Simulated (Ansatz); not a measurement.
```yaml
crystal:
  periodic: [false, false, false]
  atoms:
    - {symbol: In, position_ang: [0.197323, -2.137012, -3.360147]}
    - {symbol: N, position_ang: [-1.474512, -0.846014, -4.050759]}
    - {symbol: N, position_ang: [0.181341, -1.843639, -1.237459]}
    - {symbol: In, position_ang: [-1.708899, -0.984636, -0.534324]}
    - {symbol: In, position_ang: [0.171047, -2.064854, 2.313893]}
    - {symbol: N, position_ang: [-1.511294, -0.872541, 1.614045]}
    - {symbol: N, position_ang: [0.174646, -1.761149, 4.484047]}
    - {symbol: In, position_ang: [-1.758484, -1.018340, 5.357681]}
    - {symbol: In, position_ang: [-1.753568, 1.246567, -3.356578]}
    - {symbol: N, position_ang: [-1.505533, 1.082620, -1.234417]}
    - {symbol: In, position_ang: [-1.698788, 1.179824, 2.317180]}
    - {symbol: N, position_ang: [-1.431397, 1.027656, 4.486757]}
    - {symbol: N, position_ang: [1.874144, -0.847173, -4.036895]}
    - {symbol: In, position_ang: [2.071767, -0.976196, -0.520747]}
    - {symbol: N, position_ang: [1.850402, -0.893273, 1.614438]}
    - {symbol: In, position_ang: [2.158542, 1.247765, -3.345662]}
    - {symbol: N, position_ang: [0.202301, 2.052573, -4.033593]}
    - {symbol: N, position_ang: [1.879790, 1.084594, -1.232970]}
    - {symbol: In, position_ang: [0.193341, 2.282454, -0.517516]}
    - {symbol: In, position_ang: [2.018032, 1.160566, 2.439360]}
    - {symbol: N, position_ang: [0.156260, 2.046472, 1.617355]}
    - {symbol: H, position_ang: [0.199924, -3.683650, -4.097285]}
    - {symbol: H, position_ang: [-2.339757, -1.345132, -3.810290]}
    - {symbol: H, position_ang: [-1.479301, -0.847615, -5.076981]}
    - {symbol: H, position_ang: [0.183729, -2.801072, -0.856683]}
    - {symbol: H, position_ang: [-3.088308, -1.779265, -1.215747]}
    - {symbol: H, position_ang: [0.102726, -3.728392, 1.850847]}
    - {symbol: H, position_ang: [-2.343605, -1.352517, 1.984689]}
    - {symbol: H, position_ang: [0.435842, -2.635624, 4.950285]}
    - {symbol: H, position_ang: [0.913544, -1.096199, 4.739066]}
    - {symbol: H, position_ang: [-2.985441, -1.723832, 4.365430]}
    - {symbol: H, position_ang: [-1.554900, -0.902807, 7.057940]}
    - {symbol: H, position_ang: [-3.091488, 2.024616, -4.091472]}
    - {symbol: H, position_ang: [-2.332424, 1.564002, -0.852057]}
    - {symbol: H, position_ang: [-3.172900, 1.955390, 1.856865]}
    - {symbol: H, position_ang: [-2.055660, 1.692057, 4.954930]}
    - {symbol: H, position_ang: [-0.484891, 1.332266, 4.740737]}
    - {symbol: H, position_ang: [1.889617, -0.852805, -5.063050]}
    - {symbol: H, position_ang: [2.735620, -1.347587, -3.785478]}
    - {symbol: H, position_ang: [3.439090, -1.777453, -1.222934]}
    - {symbol: H, position_ang: [2.686972, -1.370494, 1.978047]}
    - {symbol: H, position_ang: [3.494780, 2.019183, -4.088784]}
    - {symbol: H, position_ang: [0.204234, 2.070891, -5.059715]}
    - {symbol: H, position_ang: [0.201085, 3.048327, -3.780123]}
    - {symbol: H, position_ang: [2.696252, 1.554830, -0.815515]}
    - {symbol: H, position_ang: [0.184583, 3.868261, -1.217420]}
    - {symbol: H, position_ang: [1.762701, 1.010948, 4.158508]}
    - {symbol: H, position_ang: [3.348515, 1.928344, 1.630277]}
    - {symbol: H, position_ang: [0.163012, 3.009088, 1.982224]}
basis:
  gaussian: {orbitals: STO-3G}
total_charge: 1
hamiltonian: {xc: {name: wB97M-V}}
```

```sh
$ ansatz run in.yaml --threads 2 --pin off --events-out ev --progress --plain --max-ram 32768MiB --backend cuda --devices 0, --max-vram 18GiB
```

Output, abridged:

```
Functional definition: wB97M-V
4945 factors; integrals over basis functions are off by at most 1.0e-4 eV
1025 factors; integrals over basis functions are off by at most 1.0e-6 eV
mean field evaluation 1: about -1563607.8859 eV, gradient 5.7e1 eV
mean field evaluation 2: about -1563612.9499 eV, gradient 5.1e1 eV
mean field evaluation 4: about -1563620.3002 eV, gradient 2.9e0 eV
mean field evaluation 8: about -1563619.5466 eV, gradient 1.7e-1 eV
mean field evaluation 16: about -1563619.5468 eV, gradient 8.0e-5 eV
mean field -1563619.54683056 eV, -57461.9584866278 hartree, gradient 8.0e-5 eV, S^2 0.000000; 0 other end points of the search recorded, 0 dependent functions left out
reference -1563619.54690607 eV, -57461.9584894028 hartree; 297, 297 occupied and 56, 56 virtual orbitals, 4945 factors
Total energy: -1563619.54690607 eV, -57461.9584894028 hartree
```

Hardware: 2 threads of AMD EPYC 7R13 on a shared host and a share (18 GiB) of an NVIDIA H100 80GB HBM3. Wall time 25 s, peak host memory 1.5 GiB.
